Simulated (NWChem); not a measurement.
System: CH5NOSi2; SMILES O[Si@@H]1C=N[SiH2]1

```xyz
10

O     -0.2667     2.3144    -0.3868
Si     0.0219     0.8717     0.3966
C      1.4214    -0.3506    -0.1034
N      0.9120    -1.5313    -0.1566
Si    -0.8727    -1.2563    -0.0424
H     -0.4619     2.2667    -1.3275
H      0.1524     1.2598     1.8324
H      2.5119    -0.2156    -0.2476
H     -1.5620    -2.1168     0.9677
H     -1.5068    -1.5021    -1.3741
```
Atoms are numbered in this order, from 1.

Computed with NWChem. Medium grid unless said otherwise, to which SCAN and Minnesota functionals are sensitive. All runs use the structure optimised with PBE0/def2-SVP. Hybrids' shares of exact exchange are those that their runs print; pure functionals count as 0. The functionals differ in more than this share.

```csv
row,share of exact exchange,orbital gap (eV)
PBE/def2-TZVP,0.00,3.03
r2SCAN/def2-TZVP,0.00,3.45
B3LYP/def2-TZVP,0.20,4.98
M06-2X/def2-TZVP,0.54,withheld
Hartree-Fock/def2-TZVP,1.00,12.39
```

### Question
Fit a straight line of the last column on the one before it, predict the withheld value, and compare with the run.

### Answer

1. Means of the 4 shown rows: x = 0.300, y = 5.963. Slope Σ(x − x̄)(y − ȳ)/Σ(x − x̄)² = 6.231/0.6800 = 9.163; intercept 3.214.
2. The shown rows scatter about the line by 0.153 (root mean square); the largest residual is +0.24, at r2SCAN/def2-TZVP.
3. At x = 0.54 (M06-2X/def2-TZVP; inside the shown range) the line gives 8.16.
4. The run gives 7.63, -0.53 from the line, 3.5 times the scatter.
